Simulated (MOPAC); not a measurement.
Input file for MOPAC: PM3 on GeH5P (SMILES [PH2][GeH3]), a point of a torsion scan.

```
PM3 1SCF PRECISE CHARGE=0 THREADS=1
GeH5P

P      1.40311185 1    -0.37933335 1     0.52317258 1
Ge    -0.78852148 1     0.08760330 1     0.06868445 1
H      1.82563906 1     0.89179668 1     0.15470199 1
H      1.64356529 1    -0.89430677 1    -0.74366249 1
H     -1.10128600 1     0.48102846 1    -1.34761260 1
H     -1.65479348 1    -1.09980263 1     0.36264398 1
H     -1.29880702 1     1.19686999 1     0.93776319 1
```

The log:

```
*******************************************************************************
 **                                                                           **
 **                              MOPAC v23.2.5                                **
 **                                                                           **
 *******************************************************************************
 ** MOPAC's Digital Object Identifier: https://doi.org/10.5281/zenodo.6511958 **
 **                                                                           **
 ** Please cite the open-source release paper for use of this MOPAC version:  **
 ** J. E. Moussa and J. J. P. Stewart (2026)                                  **
 ** MOPAC: An open-source semiempirical molecular orbital program             **
 ** J. Open Source Softw., 11(119), 8025, https://doi.org/10.21105/joss.08025 **
 *******************************************************************************

                              PM3 CALCULATION RESULTS

 *******************************************************************************
 *  PM3        - The PM3 Hamiltonian to be used
 *
 *
 *
 *                 CHARGE ON SYSTEM = 0
 *
 *
 *
 *  PRECISE    - TIGHTER CRITERIA TO BE USED
 *  1SCF       - DO 1 SCF AND THEN STOP
 *  THREADS=1  - MULTI-THREADING NOT USED
 *  T=         - A TIME OF 172800.0 SECONDS REQUESTED
 *  DUMP=N     - RESTART FILE WRITTEN EVERY 7200.0 SECONDS REQUESTED
 *******************************************************************************
PM3 1SCF PRECISE CHARGE=0 THREADS=1
 GeH5P

   ATOM   CHEMICAL          X               Y               Z
  NUMBER   SYMBOL      (ANGSTROMS)     (ANGSTROMS)     (ANGSTROMS)

     1       P          1.40311185  *  -0.37933335  *   0.52317258  *
     2      Ge         -0.78852148  *   0.08760330  *   0.06868445  *
     3       H          1.82563906  *   0.89179668  *   0.15470199  *
     4       H          1.64356529  *  -0.89430677  *  -0.74366249  *
     5       H         -1.10128600  *   0.48102846  *  -1.34761260  *
     6       H         -1.65479348  *  -1.09980263  *   0.36264398  *
     7       H         -1.29880702  *   1.19686999  *   0.93776319  *



          CARTESIAN COORDINATES

    NO.       ATOM           X           Y           Z

     1         P          1.4031     -0.3793      0.5232
     2        Ge         -0.7885      0.0876      0.0687
     3         H          1.8256      0.8918      0.1547
     4         H          1.6436     -0.8943     -0.7437
     5         H         -1.1013      0.4810     -1.3476
     6         H         -1.6548     -1.0998      0.3626
     7         H         -1.2988      1.1969      0.9378

  H: (PM3): J. J. P. STEWART, J. COMP. CHEM. 10, 209 (1989).
  P: (PM3): J. J. P. STEWART, J. COMP. CHEM. 10, 209 (1989).
 Ge: (PM3): J. J. P. STEWART, J. COMP. CHEM. 12, 320-341 (1991).

           Empirical Formula: H5 P Ge  =     7 atoms



      MOLECULAR POINT GROUP   :   C1


      RHF CALCULATION, NO. OF DOUBLY OCCUPIED LEVELS = 7


 -------------------------------------------------------------------------------
 PM3 1SCF PRECISE CHARGE=0 THREADS=1
 GeH5P



     1SCF WAS SPECIFIED, SO BFGS WAS NOT USED
     SCF FIELD WAS ACHIEVED


                              PM3 CALCULATION
                                                       MOPAC v23.2.5 Linux




          FINAL HEAT OF FORMATION =         24.36401 KCAL/MOL =     101.93902 KJ/MOL


          COSMO AREA              =        104.75 SQUARE ANGSTROMS
          COSMO VOLUME            =         92.40 CUBIC ANGSTROMS

          IONIZATION POTENTIAL    =          9.145607 EV
          HOMO LUMO ENERGIES (EV) =         -9.146 -1.404
          NO. OF FILLED LEVELS    =          7
          MOLECULAR WEIGHT        =        108.6033         POINT GROUP:  C1

          MOLECULAR DIMENSIONS (Angstroms)

            Atom       Atom       Distance
            H     6    H     3     4.01536
            H     7    H     4     3.64650
            P     1    H     5     2.63371


          SCF CALCULATIONS        =          1





   ATOM   CHEMICAL          X               Y               Z
  NUMBER   SYMBOL      (ANGSTROMS)     (ANGSTROMS)     (ANGSTROMS)

     1       P          1.40311185  *  -0.37933335  *   0.52317258  *
     2      Ge         -0.78852148  *   0.08760330  *   0.06868445  *
     3       H          1.82563906  *   0.89179668  *   0.15470199  *
     4       H          1.64356529  *  -0.89430677  *  -0.74366249  *
     5       H         -1.10128600  *   0.48102846  *  -1.34761260  *
     6       H         -1.65479348  *  -1.09980263  *   0.36264398  *
     7       H         -1.29880702  *   1.19686999  *   0.93776319  *

                             CARTESIAN COORDINATES

   1    P        1.403111850    -0.379333350     0.523172580
   2   Ge       -0.788521480     0.087603300     0.068684450
   3    H        1.825639060     0.891796680     0.154701990
   4    H        1.643565290    -0.894306770    -0.743662490
   5    H       -1.101286000     0.481028460    -1.347612600
   6    H       -1.654793480    -1.099802630     0.362643980
   7    H       -1.298807020     1.196869990     0.937763190


           Empirical Formula: H5 P Ge  =     7 atoms



      MOLECULAR POINT GROUP   :   C1


                  EIGENVALUES
 -25.59534 -15.66186 -13.42894 -12.69384 -11.66074 -11.02199  -9.14561  -1.40427
   0.28947   0.30827   1.06125   1.14390   3.59559


              NET ATOMIC CHARGES AND DIPOLE CONTRIBUTIONS

  ATOM NO.   TYPE          CHARGE      No. of ELECS.   s-Pop       p-Pop
    1          P           0.315391        4.6846     1.73849     2.94611
    2         Ge           0.198969        3.8010     0.65287     3.14816
    3          H          -0.111139        1.1111     1.11114
    4          H          -0.110475        1.1105     1.11048
    5          H          -0.111148        1.1111     1.11115
    6          H          -0.088305        1.0883     1.08831
    7          H          -0.093293        1.0933     1.09329
 DIPOLE           X         Y         Z       TOTAL
 POINT-CHG.     1.397    -0.819     1.316     2.087
 HYBRID        -0.914     1.206    -2.191     2.663
 SUM            0.483     0.387    -0.875     1.072


          ATOMIC ORBITAL ELECTRON POPULATIONS

     Atom    s        px        py        pz
    1  P   1.73849   0.89546   0.93243   1.11823
    2 Ge   0.65287   1.12030   1.02150   1.00636
    3  H   1.11114
    4  H   1.11048
    5  H   1.11115
    6  H   1.08831
    7  H   1.09329

 **********************
 *                    *
 * JOB ENDED NORMALLY *
 *                    *
 **********************




 == MOPAC DONE ==
```

The run finished.

Cost: roughly 0.010 core-seconds.
